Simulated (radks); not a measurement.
Results of a calculation; reference values are marked as such.
Species: Cu2+. Configuration: [Ar] 3d(up 4.875, down 4.125) (fractional occupations, a model configuration). Level of theory: scalar-relativistic Kohn-Sham, PBE, spin-polarised, spherical densities, finite nucleus; Fermi nuclear charge, rms radius 3.8823 fm (a radial shooting solver on a logarithmic mesh with Libxc functionals). Some entries of the table are withheld. Estimate them.

orbital,occ.,eigenvalue (eV),<1/r> (bohr^-1)
1s down,1,-8876.729,29.16
1s up,1,-8876.728,29.16
2s up,1,-1088.403,6.327
2s down,1,-1087.958,6.329
2p up,3,-942.8429,6.209
2p down,3,-942.5096,6.210
3s up,1,-140.7017,(1)
3s down,1,-139.8329,(2)
3p up,3,-98.0283,1.851
3p down,3,-97.1762,1.849
3d up,4.875,-30.0066,1.462
3d down,4.125,-29.2204,1.454

Answer. 
(1) 3s up <1/r> (bohr^-1): 2.002
(2) 3s down <1/r> (bohr^-1): 2.000
